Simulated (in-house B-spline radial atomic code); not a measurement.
**BHandHLYP excitations of P⁵⁺**

Method: BHandHLYP. Computed with a B-spline radial code for spherical atoms: linear response of the closed shell [He] 2s2 2p6 with the functional's adiabatic kernel; scalar-relativistic (spin-free one-electron X2C), finite nucleus, no spin-orbit coupling, no double excitations, S, P, D and F terms only. Only terms of natural parity with L up to 3 were computed.

Command:
```bash
python run_td.py task.json out
```
Settings (radii: box in bohr, nucleus in fm):
```
Z                        15
electrons                10
configuration            [He] 2s2 2p6
hamiltonian              x2c
method                   bhandhlyp
box_radius               16.35
rms_radius               3.1889
intervals                72
```

Time taken, with all properties: 0.5 s on 1 thread of Arm Neoverse N1 (shared host).

The lowest states, in the order of their Tamm-Dancoff energies; the method's threshold (minus the highest occupied level) is 211.79 eV. Labels give the largest channel, * marks a mixed state, and oscillator strengths are full-response dipole values. Semilocal kernels can invert the small singlet-triplet splittings of Rydberg terms. Energies in eV:

| state | full response | Tamm-Dancoff | oscillator strength |
| --- | --- | --- | --- |
| 2p → 3s 3P | 130.84 | 130.86 | - |
| 2p → 3s 1P | 132.46 | 132.48 | 0.203 |
| 2p → 3p 3S | 140.89 | 140.96 | - |
| 2p → 3p 3D | ? | ? | - |
| 2p → 3p 1D | 143.71 | 143.72 | - |
| 2p → 3p 1S | 150.31 | 150.83 | - |
| 2p → 3d 3P | 157.75 | 157.75 | - |
| 2p → 3d 3F | 158.10 | 158.12 | - |
| 2p → 3d 1F | ? | ? | - |
| 2p → 3d 1P | 161.33 | 161.44 | 1.26 |

Where does 2p → 3d 1F lie?

At 159.18 eV in full response, 159.18 eV in Tamm-Dancoff.

Where does 2p → 3p 3D lie?

At 142.33 eV in full response, 142.36 eV in Tamm-Dancoff.

How large is the singlet-triplet splitting of 2p → 3s (P terms) in Tamm-Dancoff?

1.62 eV, from the unrounded values.

What polarisabilities and dispersion coefficient does the method give?

Dipole 0.1079 bohr³, quadrupole 0.05538 bohr⁵, C6 0.06537 hartree·bohr⁶ for two such species.
